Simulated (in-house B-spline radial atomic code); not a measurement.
Stripping xenon of all its electrons. The total binding energy is the sum of the 54 successive ionisation energies. Configuration: [Kr] 4d10 5s2 5p6. All numbers are computed (Dirac-Hartree-Fock, average of configuration; Fermi nucleus of rms radius 4.7859 fm) with an all-electron radial atomic-structure program (B-spline basis), not measured.

Dirac-Coulomb total energy: -7446.8985 hartree. First-order corrections (hartree): Breit 5.711, self-energy 4.39, vacuum polarisation -0.5943, recoil 0.0208.

(1) What total binding energy follows, and how does it compare with the sum of NIST's ionisation energies?

(2) What share of the binding belongs to the last two electrons?

## Answers

(1) 202381 eV from the corrected total, against 202399 ± 24 eV from NIST's table (measured, semi-empirical and theoretical entries, uncertainties added in quadrature). The difference, +18 eV, is within about twice the table's uncertainty, so it can't show the correlation energy.

(2) 40 % by NIST's values (81571.6 eV).
